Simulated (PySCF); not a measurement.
This PySCF input asks for the NMR shieldings of SMILES CC#[N+][BH2-]O/C=C/CC, C₆H₁₂BNO; the geometry comes from GFN2-xTB.

```python
import basis_set_exchange as bse
import numpy as np
from pyscf import gto, dft
from pyscf.prop import nmr

atoms = """
C     3.626061   -1.392897    0.057543
C     3.038984   -0.121548   -0.221448
N     2.579280    0.905897   -0.449641
B     1.526761    2.051373   -0.439482
O     0.509041    1.559013    0.464354
C    -0.420452    0.699996    0.032580
C    -1.233614    0.031845    0.846223
C    -2.317964   -0.880532    0.365752
C    -3.703072   -0.275945    0.604170
H     2.847859   -2.076479    0.398054
H     4.090985   -1.794549   -0.842799
H     4.379738   -1.289726    0.838019
H     2.089895    2.982202    0.027888
H     1.206803    2.155263   -1.585496
H    -0.490827    0.559582   -1.047311
H    -1.161745    0.185072    1.913257
H    -2.255272   -1.837881    0.893002
H    -2.187769   -1.073115   -0.701637
H    -3.793464    0.669315    0.074556
H    -4.481768   -0.949873    0.252644
H    -3.858380   -0.090071    1.664409
"""
names = dict.fromkeys(["C", "N", "B", "O", "H"], "pcSseg-1")
basis = {el: gto.basis.parse(bse.get_basis(n, elements=[el], fmt="nwchem")) for el, n in names.items()}
mol = gto.M(atom=atoms, basis=basis, charge=0, verbose=0)
mf = dft.RKS(mol, xc="PBE0")
mf.grids.level = 2
mf.grids.alignment = dft.numint.BLKSIZE   # the property module wants whole blocks of grid points
mf.conv_tol = 1e-9
mf.kernel()

calc = nmr.RKS(mf)   # GIAO
C = mf.mo_coeff
Co = C[:, mf.mo_occ > 0]
resp = mf.gen_response(singlet=True, hermi=2)
def vind(x):   # induced exchange potential for any number of trial vectors
    d = np.einsum("pi,xij,qj->xpq", C, 2 * x.reshape(-1, C.shape[1], Co.shape[1]), Co, optimize=True)
    return np.einsum("xpq,pi,qj->xij", resp(d - d.transpose(0, 2, 1)), C, Co, optimize=True).ravel()
mo1, _ = nmr.rhf.solve_mo1(calc, with_cphf=vind)
sigma = calc.kernel(mo1)
for i, s in enumerate(sigma):   # ppm
    w = np.linalg.eigvalsh((s + s.T) / 2)
    print("%2d %-2s iso %8.1f  s11 %8.1f  s22 %8.1f  s33 %8.1f" % (i, mol.atom_pure_symbol(i), w.mean(), *w))
```

Question: What are the results?

Answer: 
```
 0 C  iso    185.3  s11    177.5  s22    177.8  s33    200.4
 1 C  iso     58.7  s11    -30.0  s22    -26.6  s33    232.6
 2 N  iso     26.2  s11   -133.6  s22   -118.0  s33    330.3
 3 B  iso    113.0  s11    104.5  s22    106.8  s33    127.7
 4 O  iso    187.6  s11     87.9  s22    147.8  s33    327.2
 5 C  iso     29.3  s11    -64.1  s22     71.8  s33     80.4
 6 C  iso     73.9  s11    -21.5  s22     95.4  s33    147.7
 7 C  iso    159.4  s11    148.5  s22    159.6  s33    170.3
 8 C  iso    166.4  s11    150.7  s22    162.4  s33    186.1
 9 H  iso     29.0  s11     23.6  s22     28.1  s33     35.3
10 H  iso     29.4  s11     24.7  s22     26.9  s33     36.5
11 H  iso     29.3  s11     24.5  s22     26.8  s33     36.5
12 H  iso     28.8  s11     25.6  s22     28.8  s33     32.1
13 H  iso     28.8  s11     25.8  s22     29.3  s33     31.5
14 H  iso     25.2  s11     22.5  s22     23.8  s33     29.3
15 H  iso     26.5  s11     24.3  s22     25.8  s33     29.5
16 H  iso     29.7  s11     24.8  s22     28.9  s33     35.3
17 H  iso     30.0  s11     25.6  s22     30.0  s33     34.2
18 H  iso     30.9  s11     27.1  s22     29.6  s33     35.9
19 H  iso     30.6  s11     26.2  s22     27.7  s33     37.8
20 H  iso     30.6  s11     26.9  s22     28.9  s33     36.1
```

These numbers come from an equivalent density-fitted implementation of the same equations, which agrees with the script to about 0.01 ppm for H and up to a few tenths of a ppm for heavy atoms, so last digits may differ.

Size and cost of the density-fitted run: 213 basis functions, 50 s wall time on 1 thread of an Arm Neoverse V1, shared host; peak memory 0.95 GiB.
